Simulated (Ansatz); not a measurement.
`O[Si]([SiH3])(Cl)Cl` from Hartree–Fock to CCSD(T)

Z-matrix (Å, degrees):
```
Si
Si 1 2.329
Cl 1 2.055 2 110.7
O 1 1.628 2 109.0 3 121.2
Cl 1 2.055 2 110.7 3 -117.6
H 2 1.484 1 108.0 3 58.7
H 2 1.485 1 109.3 3 -61.0
H 2 1.485 1 109.3 3 178.3
H 4 0.960 1 119.1 2 179.8
```

Charge 0, multiplicity 1. Geometry: relaxed with PBE0-D4/def2-TZVP. It is one conformer, not always the lowest. Frozen core, restricted reference, the Gaussian-basis code of Ansatz. CBS rows extrapolate triple and quadruple zeta; past MP2 they add the triple-zeta difference.

```tsv
basis	HF (Eh)	MP2 corr.
def2-SVP	-1573.67436	-0.64158
def2-TZVPP	-1574.30394	-0.85779
def2-QZVPP	-1574.35115	-0.93691
```

(1) Estimate the CCSD correlation energy and the (T) correction in each basis where they were run (hartree).

Answers

(1) 
```
     basis  CCSD corr.       (T)
  def2-SVP    -0.69756  -0.01596
def2-TZVPP    -0.91745  -0.03673
 CBS(def2)    -1.05518     as TZ
```
